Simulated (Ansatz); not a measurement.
`C1[SiH2][AlH][SiH2]1`, relaxed with RKS PBE-D4/def2-SVP in Ansatz 0.2.0 from a rough embedded geometry. The force threshold is 0.03 eV/Å; the program also tests the step.

The species carries charge 0 and has multiplicity 1.

Start:

```xyz
11

C    -0.124    1.002    0.482
Si    0.153    0.660   -1.303
Al    0.401   -1.595   -0.801
Si    0.067   -0.687    1.342
H     0.590    1.779    0.895
H    -1.218    1.418    0.651
H     1.410    1.248   -1.760
H    -1.009    0.907   -2.116
H    -0.285   -2.950   -1.476
H    -1.204   -1.108    1.943
H     1.219   -0.675    2.143
```

How much energy does the relaxation release, and in how many steps? (Estimate.)

Ansatz gave: 90.54 kJ/mol, in 9 steps.

Which bonds change most? (Best estimate.)

Computed: Si2–Al3 from 2.323 to 2.473 Å; Al3–Si4 from 2.351 to 2.474 Å; Si4–H11 from 1.403 to 1.514 Å; C1–Si2 from 1.838 to 1.930 Å.

Give the relaxed structure. (An estimate is asked.)

The calculation gave: 
```xyz
11

C    -0.355    0.992    0.478
Si    0.183    0.670   -1.347
Al   -0.052   -1.746   -0.870
Si    0.066   -0.674    1.356
H     0.099    1.890    0.944
H    -1.460    1.123    0.495
H     1.645    1.031   -1.499
H    -0.579    1.479   -2.370
H    -0.252   -3.168   -1.585
H    -0.795   -0.972    2.561
H     1.500   -0.626    1.838
```
